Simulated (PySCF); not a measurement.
diiodomethane (CH₂I₂), SMILES ICI. Coordinates come from a PBE0-D3(BJ)/def2-SVP optimisation. The def2 effective core potentials stand for the cores of I; spin–orbit coupling is left out.

Q: Give the equilibrium geometry at PBE0-D3(BJ)/def2-SVP (PySCF confirms it by a frequency run) as bond lengths and angles, and its point group. (The exact figures need the calculation; the answer reports its results.)

A: point group C2v.
Atoms: I1 C2 I3 H4 H5. Bonds (Å): I1–C2 2.137, C2–I3 2.137, C2–H4 1.094, C2–H5 1.094. Bond angles (°): I1–C2–I3 115.9, I1–C2–H4 107.4, I1–C2–H5 107.4, I3–C2–H4 107.4, I3–C2–H5 107.4, H4–C2–H5 111.2.
Charge 0, spin multiplicity 1.
